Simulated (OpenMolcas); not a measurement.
## Os3+ in a point-charge field

Os3+ among 6 point charges of -1.7 e arranged as an octahedron (Oh), 1.76 Å from the ion.

* Program: OpenMolcas 26.06
* Method: CASSCF
* Basis: ANO-RCC-VDZP [7s6p4d2f1g]
* Scalar Hamiltonian: DKH2, point nucleus
* Active space: 5 electrons in 5 orbitals (5d)
* State averaging: 2S+1 = 6 even, 1 root; 2S+1 = 4 even, 24 roots; 2S+1 = 2 even, 75 roots
* Spin-orbit coupling: state interaction with AMFI integrals over the reference wave functions

The lowest spin-free states (labels of O, the rotations of Oh), above the lowest:

```
State  Degeneracy  E (cm-1)  Free-ion L (%)
  2T2           3       0.0          I (28)
  6A1           1      1189         S (100)
  4T1           3      5984          G (56)
  4T2           3     11645          G (39)
  2A2           1     16683          F (50)
  2T1           3     17565          I (55)
  2T2           3     18906          I (44)
   2E           2     20464          H (35)
   4E           2     24905          G (97)
  4A1           1     25148         G (100)
  2T1           3     25855          F (40)
  4T2           3     26780          D (50)
  2T2           3     29194          G (39)
  2A1           1     30274          G (62)
   4E           2     31056          D (97)
   2E           2     32782          D (44)
  4T1           3     36532          F (67)
  2A1           1     36699          I (74)
  2T2           3     37350          I (58)
   2E           2     40744          G (67)
```

The lowest levels with spin-orbit coupling:

```csv
E (cm-1),Degeneracy,Label,2S+1,g
0.0,2,Γ7,2 (66 %),2.35 2.35 2.35
5193,4,Γ8,6 (43 %),
8239,2,Γ7,6 (69 %),2.95 2.95 2.95
9064,4,Γ8,2 (64 %),
14304,4,Γ8,4 (85 %),
15418,2,Γ6,4,2.65 2.65 2.65
16962,4,Γ8,4 (69 %),
18346,2,Γ7,4 (75 %),0.66 0.66 0.66
19773,2,Γ6,4,2.88 2.88 2.88
20149,4,Γ8,4 (88 %),
20386,2,Γ7,4 (66 %),1.30 1.30 1.30
20714,4,Γ8,4 (67 %),
23239,4,Γ8,2 (72 %),
24515,2,Γ7,2 (82 %),1.44 1.44 1.44
26509,2,Γ6,2 (83 %),0.18 0.18 0.18
27083,2,Γ7,2 (62 %),0.63 0.63 0.63
28268,4,Γ8,2 (74 %),
29294,4,Γ8,2 (73 %),
31291,4,Γ8,2 (75 %),
32297,2,Γ6,2 (50 %),1.91 1.91 1.91
```

Powder χT (cm3 K/mol): 0.52 at 2 K, 0.523 at 10 K, 0.539 at 50 K, 0.559 at 100 K, 0.599 at 200 K, 0.639 at 300 K. The effective moment at 300 K is 2.828 √(χT) = 2.26 μB.

A least-squares ligand-field fit to the states below 45000 cm-1, each weighted by its degeneracy and with a free common offset, gives 10Dq = 21405 cm-1, B = 803 cm-1 and C = 3157 cm-1 (C/B = 3.93), with an rms deviation of 540 cm-1.

Spin-orbit coupling mixes the spin-free states strongly: the lowest level takes only 61 % from its leading state, 2T2. Without dynamic correlation the repulsion within the d shell is too large (B by tens of per cent), so at a given field states of lower spin stand too high. This shell can be high or low spin here, a state of another spin lies low, and with metal d orbitals alone active their balance is uncertain, so the ground spin may be wrong, although the usual error favours high spin. This is an electrostatic model: the charges have no orbitals. No measured value stands beside these numbers.

The RASSCF and RASSI steps took 25 s on 1 thread of Arm Neoverse V1, with other jobs on the host; the integral step is not counted.
